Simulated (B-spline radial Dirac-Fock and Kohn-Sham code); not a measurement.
Z = 54 (xenon), transition energy 10.7 keV. Method: a Dirac-Hartree-Slater potential of the neutral atom with a Latter tail (no hole, which puts coefficients of high multipoles low close above an edge), finite nucleus with surface currents. Computed with a radial B-spline solver. The K shell is not open to conversion at this energy. Subshells that would emit electrons below 1 keV are left out.

Q: A pure transition shows α(L) = 1.22e+07, L1/L2 = 23.1 and L1/L3 = 0.112. What is its multipolarity?
A. M3
B. E4
C. E1
D. M2
E. E2
F. E3
G. M1
H. M4

A: A. For comparison, α(L), L1/L2, L1/L3 are E1 13.8, 0.958, 0.567; E2 25400, 0.0126, 0.00801; E3 6.77e+06, 0.0115, 0.00727; E4 5.74e+08, 0.00821, 0.00504; M1 69.1, 10.9, 45.3; M2 28500, 19.9, 1.56; M4 1.91e+09, 20.5, 0.0269.
